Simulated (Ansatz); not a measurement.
The cluster Ge2S4⁻. Charge -1, multiplicity 2. Geometry PBE-D4/def2-SVPD.

```
atom   x (Å)   y (Å)   z (Å)
 Ge1   0.063  -0.761   1.373
 Ge2  -0.408  -0.290  -1.490
  S3  -1.953  -0.702   0.205
  S4   0.390   1.874  -0.841
  S5   1.179  -1.657  -0.466
  S6   0.729   1.535   1.219
```

Another isomer (doublet) lies 0.14 eV lower at PBE0-D4/def2-TZVPD; other spin states weren't run for this one.

Problem. Estimate the α-spin orbital energies around the gap (eV) in Ansatz with PBE-D4/def2-TZVPD, BLYP-D4/def2-TZVPD, r2SCAN-D4/def2-TZVPD, r2SCANh-D4/def2-TZVPD, PBE0-D4/def2-TZVPD.

Solution. 
```
orbital  PBE-D4/def2-TZVPD  BLYP-D4/def2-TZVPD  r2SCAN-D4/def2-TZVPD  r2SCANh-D4/def2-TZVPD  PBE0-D4/def2-TZVPD
 HOMO−9              -4.45               -4.21                 -4.79                  -5.26               -5.74
 HOMO−8              -4.19               -3.96                 -4.55                  -4.99               -5.42
 HOMO−7              -3.81               -3.58                 -4.14                  -4.63               -5.14
 HOMO−6              -3.02               -2.81                 -3.31                  -3.71               -4.12
 HOMO−5              -2.89               -2.71                 -3.20                  -3.59               -3.97
 HOMO−4              -2.69               -2.50                 -2.99                  -3.40               -3.83
 HOMO−3              -2.22               -2.03                 -2.49                  -2.91               -3.35
 HOMO−2              -1.56               -1.38                 -1.83                  -2.26               -2.73
 HOMO−1              -0.98               -0.81                 -1.23                  -1.56               -2.00
   HOMO              -0.89               -0.72                 -1.11                  -1.52               -1.89
   LUMO               1.44                1.58                  1.61                   1.89                2.19
 LUMO+1               2.21                2.32                  2.49                   2.71                2.82
 LUMO+2               2.34                2.47                  2.58                   2.84                3.02
 LUMO+3               2.52                2.59                  2.87                   3.08                3.13
 LUMO+4               2.80                2.83                  3.28                   3.39                3.22
 LUMO+5               2.98                3.03                  3.51                   3.63                3.42
 β HOMO              -0.84               -0.67                 -1.04                  -1.45               -1.94
 β LUMO              -0.51               -0.41                 -0.50                  -0.27                0.04
```
